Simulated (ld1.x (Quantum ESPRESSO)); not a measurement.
**Pseudopotential generation for Ir: TM, LDA (PZ), scalar-relativistic.**

Ir, norm-conserving Troullier–Martins (Kleinman–Bylander form), made with ld1.x (Quantum ESPRESSO) 7.5 (LDA (PZ), scalar-relativistic). Core [Kr] 4d10 4f14, reference 5s2 5p6 5d7 6s2 6p0. Waves: 5s (bound): rc 1.25 bohr; 5p (bound): rc 1.50 bohr; 5d (bound): rc 2.05 bohr. Local part: the d channel. Core correction: none.

Occupied shells without a wave of their own: 6s. They enter only through the test configuration that unscreens the potential.

Poles of the logarithmic derivatives, all-electron (AE) and pseudo (PS). s: poles at -7.2, 3.6 (AE) and -7.2, 4.4 (PS) Ry. p: poles at -3.9 (AE) and -3.9 (PS) Ry. d: poles at 0.3 (AE) and 0.3 (PS) Ry. Test radius 2.25 bohr.

* Cutoffs needed: 100 Ry and 180 Ry (the cutoffs (Ry, on a coarse ladder) from which the occupation-weighted sum of valence levels, in a spherical-Bessel basis at the reference potential, stays within 10 and 1 mRy of its value at 400 Ry)
* Ghost test: ghost state, extra bound levels that the all-electron valence spectrum of the same l lacks: s at -2986.0 eV; a true bound ghost makes a file unfit for plane-wave use (spherical-Bessel basis up to 400 Ry, 20 bohr box)
* Largest excitation error: +2480 meV (all-electron minus pseudo) for 5s2 5p6 5d6 6s0 6p0, out of 7 test configurations
